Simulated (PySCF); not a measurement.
First SCF of a structure search on quintet CoO₂(OH), at a hand-made trigonal planar (heavy-atom frame) geometry. PySCF input:

```python
from pyscf import gto, scf, dft
mol = gto.M(atom='''
Co     0.000000     0.000000     0.000000
O      1.600000     0.000000     0.000000
O     -0.800000     1.385600     0.000000
O     -0.870000    -1.506900     0.000000
H     -1.815400    -1.673600     0.000000''',
    basis={'Co': 'def2-TZVP', 'O': 'def2-TZVP', 'H': 'def2-TZVP'},
    charge=0, spin=4)
mf = dft.UKS(mol, xc='PBE0')
mf.grids.atom_grid = (50, 194)
aux = {'Co': 'def2-universal-JKFIT', 'O': 'def2-universal-JKFIT', 'H': 'def2-universal-JKFIT'}
mf = mf.density_fit(auxbasis=aux)
mf.conv_tol = 1e-08
mf.diis_space = 10
mf.max_cycle = 60
mf.init_guess = 'minao'
mf.verbose = 4
mf.kernel()
```

Excerpt of the output (cycles alone):

```
init E= -1607.62546032553
cycle= 1 E= -1591.63697418207  delta_E=   16  |g|= 5.76  |ddm|= 12.6
cycle= 2 E= -1524.84382509777  delta_E= 66.8  |g|= 16.2  |ddm|= 17.5
cycle= 3 E= -1579.50945529639  delta_E= -54.7  |g|= 10.9  |ddm|= 8.17
cycle= 4 E= -1588.87997286214  delta_E= -9.37  |g|= 8.92  |ddm|= 2.96
cycle= 5 E= -1590.13113591729  delta_E= -1.25  |g|= 7.77  |ddm|= 3.35
cycle= 6 E= -1596.79362907252  delta_E= -6.66  |g|= 6.44  |ddm|= 4.52
cycle= 7 E= -1596.11891621003  delta_E= 0.675  |g|=  5.8  |ddm|= 2.86
cycle= 8 E= -1600.50357083343  delta_E= -4.38  |g|= 4.99  |ddm|= 2.82
cycle= 9 E= -1603.58068636107  delta_E= -3.08  |g|= 4.04  |ddm|= 1.96
cycle= 10 E= -1605.06572732346  delta_E= -1.49  |g|= 3.51  |ddm|= 1.37
cycle= 11 E= -1606.33572579783  delta_E= -1.27  |g|= 2.94  |ddm|= 0.412
cycle= 12 E= -1595.77660307158  delta_E= 10.6  |g|= 5.51  |ddm|=  9.7
cycle= 13 E= -1606.59280058713  delta_E= -10.8  |g|= 2.85  |ddm|=  9.7
... 28 lines left out ...
cycle= 42 E= -1608.5307782843  delta_E= -1.18e-06  |g|= 0.000231  |ddm|= 0.00484
cycle= 43 E= -1608.5307786814  delta_E= -3.97e-07  |g|= 0.000149  |ddm|= 0.00189
cycle= 44 E= -1608.53077898733  delta_E= -3.06e-07  |g|= 0.000133  |ddm|= 0.00156
cycle= 45 E= -1608.53077915086  delta_E= -1.64e-07  |g|= 9.59e-05  |ddm|= 0.00113
cycle= 46 E= -1608.53077927771  delta_E= -1.27e-07  |g|= 7.45e-05  |ddm|= 0.00124
cycle= 47 E= -1608.53077933557  delta_E= -5.79e-08  |g|= 5.4e-05  |ddm|= 0.000811
cycle= 48 E= -1608.5307793602  delta_E= -2.46e-08  |g|= 4.58e-05  |ddm|= 0.000707
cycle= 49 E= -1608.53077937003  delta_E= -9.83e-09  |g|= 2.48e-05  |ddm|= 0.00035
Extra cycle  E= -1608.53077937078  delta_E= -7.51e-10  |g|= 4.72e-05  |ddm|= 6.53e-05
converged SCF energy = -1608.53077937078  <S^2> = 6.0529225  2S+1 = 5.0211244
```

This is not the lowest solution: another start and a stability analysis within the same unrestricted form found one 32.3 kJ/mol lower, at -1608.54308 Eh.

Open d and f shells are described by one determinant, and the ground state may have another occupation or spin.

The search for the lowest solution, 3 starts and the stability check together, took 71 s on 4 threads of a shared Intel Xeon Platinum 8175M @ 2.50GHz (Skylake/Cascade Lake) host, with 144 basis functions; the process peaked at 0.83 GiB. Launch command: `OMP_NUM_THREADS=4 python axn.py task.json out`.
